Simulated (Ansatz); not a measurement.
Reaction (cleavage of the B–Si bond): `B[Si](F)(Cl)O[SiH3]` + `[SiH3][SiH2][SeH]` → `B[Se][SiH2][SiH3]` + `F[SiH](Cl)O[SiH3]`

Program: Ansatz. Geometries: PBE0-D4/def2-TZVP. ΔE: electronic, gas phase. CBS: MP2 limit from def2 TZ/QZ plus the TZ coupled-cluster correction, frozen cores. DFT in def2-TZVPP. B3LYP here is the variant with VWN-RPA as its local correlation; programs differ in this. For Se outer-core shells are correlated without core-valence functions, which leaves a few kJ/mol of doubt a bond. Scalar relativity is left out up to krypton. Each species was taken in one conformer, which may not be the lowest.

CCSD(T)/CBS gives -116.3 kJ/mol.

Q: Another level gave -114.1 kJ/mol. Which?
A. r2SCAN-D4/def2-TZVPP
B. B3LYP/def2-TZVPP
C. SCS-MP2/def2-TZVPP
D. MP2/def2-TZVPP

A: A. r2SCAN-D4 -114.1, SCS-MP2/def2-TZVPP -118.8, MP2/def2-TZVPP -125.0, B3LYP -107.6 kJ/mol.

Largest T1 diagnostic among the species: 0.014.

In def2-TZVPP, CCSD(T) changes the Hartree–Fock value by −12.8 kJ/mol (the triples alone add −3.6 kJ/mol) and MP2 by −22.1 kJ/mol.
